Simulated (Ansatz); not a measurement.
Isolated molecules relaxed with PBE0-D4/def2-TZVP in Ansatz; ΔE leaves out vibrations. CBS: MP2 limit from def2 TZ/QZ plus the TZ coupled-cluster correction, frozen cores. This one scheme is used for every species. Functionals use def2-TZVPP. B3LYP here is the variant with VWN-RPA as its local correlation; programs differ in this. def2 core potentials past Kr. For Sn outer-core shells are correlated without core-valence functions, which leaves a few kJ/mol of doubt a bond. One conformer a species, not always the lowest.

Consider the substitution at a C–Sn bond: `F[CH]([SiH3])[SnH3]` + `SS` → `FC([SiH3])SS` + `[SnH4]`.

(1) Is it downhill or uphill in electronic energy at CCSD(T)/CBS, and by how much? (Best estimate.)

(2) What do these levels give: PBE-D4, r2SCAN-D4, PBE0-D4, B3LYP-D4, ωB97X-V, ωB97M-V, r2SCAN, PBE0, B3LYP, HF/def2-TZVPP, CCSD/def2-TZVPP, SCS-MP2/def2-QZVPP? (Estimate.)

Largest T1 diagnostic among the species: 0.013.

## Answers

(1) Ansatz gave: Nearly level: ΔE = 0.00 eV.

(2) Computed: PBE-D4 -0.13, r2SCAN-D4 -0.12, PBE0-D4 -0.11, B3LYP-D4 -0.08, ωB97X-V -0.08, ωB97M-V -0.09, r2SCAN -0.11, PBE0 -0.08, B3LYP -0.02, HF/def2-TZVPP 0.01, CCSD/def2-TZVPP 0.00, SCS-MP2/def2-QZVPP 0.00 eV.

The D4 term adds −0.06 eV with B3LYP and −0.03 eV with PBE0; it sums over pairs of atoms, weighted by their polarisabilities, and B3LYP, whose exchange is more repulsive, gets the larger term. In def2-TZVPP, CCSD(T) changes the Hartree–Fock value by −0.05 eV (the triples alone add −0.03 eV) and MP2 by −0.07 eV.
